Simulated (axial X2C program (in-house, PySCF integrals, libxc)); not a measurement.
# Testing model relations on BeAg

A bond curve at the PBE0 level, 2c, was computed with an axial X2C code built on PySCF integrals (basis Ag dyall-cv3z [12s12p8d5f3g], Be dyall-cv3z [8s8p3d1f] (cores contracted in-house)) for the state Ω = 1/2 (⟨Sz⟩ = 0.50, ⟨Lz⟩ = 0.00 at PBE0). Its fit gives Re = 2.2080 Å, ωe = 421.5 cm⁻¹, ωexe = 3.44 cm⁻¹ and αe = 4.635e-03 cm⁻¹; the masses are 106.9051 and 9.0122 u. Two-component means X2C with spin–orbit coupling and atomic mean-field Coulomb and Gaunt terms.

(1) Find the reduced mass, Be and the force constant.

(2) Estimate De from a Morse curve and compare with the computed well depth of 1.180 eV to Ag + Be.

(3) Where do the fundamental and the first overtone lie?

(4) A Morse curve ties αe to the other constants (Pekeris). How well does that hold?

(5) The dipole moment p changes by 0.72 D/Å at Re. What harmonic infrared intensity follows?

The state is one determinant whose occupation by symmetry is held fixed; it was picked as the lowest of a PBE0 search that is not exhaustive. De is counted from the lowest determinant-based energies of the atoms at the same level, without counterpoise correction. Density functionals use the spin component along the axis (collinear).

## Answers

(1) From the PBE0 values: μ = 8.3115 u. Be = 16.8576/(μ Re²) = 0.416 cm⁻¹. k = 5.8918×10⁻⁷ μ ωe² = 0.87 mdyn/Å.

(2) De(Morse) = ωe²/(4ωexe) = 1.601 eV against 1.180 eV computed, a ratio of 1.36. The extrapolation overshoots: the well softens faster than a Morse curve, or the lowest atomic limit lies below the one to which the curve heads.

(3) ν(1←0) = ωe − 2ωexe = 414.6 cm⁻¹; ν(2←0) = 2ωe − 6ωexe = 822.4 cm⁻¹.

(4) αe(Morse) = 6Be²/ωe × (√(ωexe/Be) − 1) = 4.621e-03 cm⁻¹; the PBE0 curve gives 4.635e-03 cm⁻¹, a ratio of 1.00.

(5) I = 42.256 × (dp/dR)²/μ = 2.6 km/mol.
